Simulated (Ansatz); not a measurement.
Ansatz (a quantum-chemistry and plane-wave program) input (B3LYP-D3(BJ)/def2-TZVP):

Ansatz 0.2 input:
```yaml
crystal:
  periodic: [false, false, false]
  atoms:
    - {symbol: Si, position_ang: [-0.05488322, -0.00382029, -0.01254303]}
    - {symbol: C, position_ang: [1.71747435, -0.44792725, -0.34863826]}
    - {symbol: N, position_ang: [-0.74698296, -0.87730498, 1.32350845]}
    - {symbol: N, position_ang: [-0.88464699, -0.22013941, -1.51429874]}
    - {symbol: N, position_ang: [-0.38816079, 1.64824088, 0.41183859]}
    - {symbol: H, position_ang: [2.45988467, -0.48995297, 0.42970371]}
    - {symbol: H, position_ang: [2.09279490, -0.65705191, -1.33398573]}
    - {symbol: H, position_ang: [-0.65737092, -0.48668144, 2.24631328]}
    - {symbol: H, position_ang: [-0.60911080, -1.87378997, 1.36291265]}
    - {symbol: H, position_ang: [-1.84447883, 0.08364365, -1.53864143]}
    - {symbol: H, position_ang: [-0.80960628, -1.12071486, -1.95672655]}
    - {symbol: H, position_ang: [0.03020874, 2.00568975, 1.25478754]}
    - {symbol: H, position_ang: [-0.27704599, 2.32284589, -0.32711225]}
basis:
  gaussian:
    orbitals: def2-TZVP
hamiltonian:
  xc: b3lyp
  dispersion: d3bj
magnetization: {spin_polarized: true, initial_magnetization: 1}
relax: {f_tol: 0.002, max_steps: 150}
```

End of the output:

```
Total energy: -13520.37962343 eV, -496.8647867188 hartree
Atom 0 at    -0.037084     0.011258     0.010466 Å, force     0.000508    -0.000113    -0.000225 eV/Å
Atom 1 at     1.674462    -0.550490    -0.389955 Å, force    -0.000543     0.000324     0.000211 eV/Å
Atom 2 at    -0.442349    -0.792549     1.480035 Å, force     0.000229    -0.000309     0.000016 eV/Å
Atom 3 at    -0.935500    -0.211860    -1.443178 Å, force     0.000574     0.000001     0.000224 eV/Å
Atom 4 at    -0.312327     1.669391     0.386284 Å, force    -0.000114    -0.000810    -0.000167 eV/Å
Atom 5 at     2.385544    -0.855447     0.370708 Å, force    -0.000240    -0.000071    -0.000146 eV/Å
Atom 6 at     2.087448    -0.506983    -1.392350 Å, force    -0.000118     0.000117     0.000244 eV/Å
Atom 7 at    -1.320984    -0.604657     1.937528 Å, force     0.000297     0.000014    -0.000284 eV/Å
Atom 8 at    -0.143686    -1.741467     1.639663 Å, force    -0.000291     0.000206     0.000143 eV/Å
Atom 9 at    -1.899923     0.077561    -1.495120 Å, force    -0.000110    -0.000007     0.000075 eV/Å
Atom 10 at    -0.762948    -1.012623    -2.029797 Å, force    -0.000282     0.000012    -0.000077 eV/Å
Atom 11 at     0.003685     2.040214     1.268217 Å, force     0.000037     0.000303    -0.000034 eV/Å
Atom 12 at    -0.268262     2.360689    -0.345385 Å, force     0.000052     0.000332     0.000022 eV/Å
Dipole moment:    -0.120670    -0.094323     0.001594 e Å
```

It need not be the lowest isomer of its formula.
